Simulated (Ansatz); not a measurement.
```xyz
15

C    -0.650    1.279   -0.258
C    -0.432   -0.053    0.433
C    -0.894   -0.025    1.879
S     1.342   -0.544    0.439
Si    1.632   -1.058   -1.600
H    -0.089    2.069    0.247
H    -1.712    1.543   -0.236
H    -0.331    1.255   -1.302
H    -0.972   -0.841   -0.100
H    -1.953    0.242    1.926
H    -0.760   -0.996    2.359
H    -0.332    0.719    2.450
H     2.974   -1.687   -1.675
H     1.593    0.114   -2.516
H     0.584   -2.018   -2.044
```

The species carries charge 0 and has multiplicity 1.

List the ωB97M-V/def2-TZVPP orbital energies in eV (Ansatz). (Estimate.)

The calculation gave: Occupied: -2426.40, -1807.29, -282.64, -281.40, -281.38, -220.39, -163.50, -163.42, -163.32, -148.33, -102.46, -102.43, -102.42, -25.79, -22.42, -22.24, -18.87, -17.46, -15.62, -15.02, -14.38, -13.53, -12.80, -12.53, -12.29, -12.03, -11.40, -10.68, -9.09. Lowest empty: 1.94, 2.49, 2.83, 3.09, 3.21, 3.53, 3.87, 4.17.
